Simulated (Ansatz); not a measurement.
One change: `N#CB(Cl)Cl` becomes `N#[C][Ga]([Cl])[Cl]`.

Ansatz, PBE0-D4/def2-TZVP geometries, multiplicity 1. 

Scalar relativity is left out up to krypton.

```tsv
property	`N#CB(Cl)Cl`
HOMO energy (PBE0/def2-TZVPP) / eV	-9.80
HOMO–LUMO gap (PBE/def2-TZVPP) / eV	4.41
HOMO energy (ωB97M-V/def2-TZVPP) / eV	-12.06
HOMO–LUMO gap (PBE0/def2-TZVPP) / eV	6.71
LUMO energy (PBE0/def2-TZVPP) / eV	-3.09
HOMO energy (B3LYP/def2-TZVPP) / eV	-9.50
```

What does the change do to each property? (Estimate.)

Ansatz gave: 
```csv
property,`N#[C][Ga]([Cl])[Cl]`,shift
HOMO energy (PBE0/def2-TZVPP) / eV,-9.84,-0.04
HOMO–LUMO gap (PBE/def2-TZVPP) / eV,5.01,0.60
HOMO energy (ωB97M-V/def2-TZVPP) / eV,-12.11,-0.05
HOMO–LUMO gap (PBE0/def2-TZVPP) / eV,7.24,0.53
LUMO energy (PBE0/def2-TZVPP) / eV,-2.60,0.49
HOMO energy (B3LYP/def2-TZVPP) / eV,-9.55,-0.05
```

B3LYP here is the variant with VWN-RPA as its local correlation; programs differ in this.
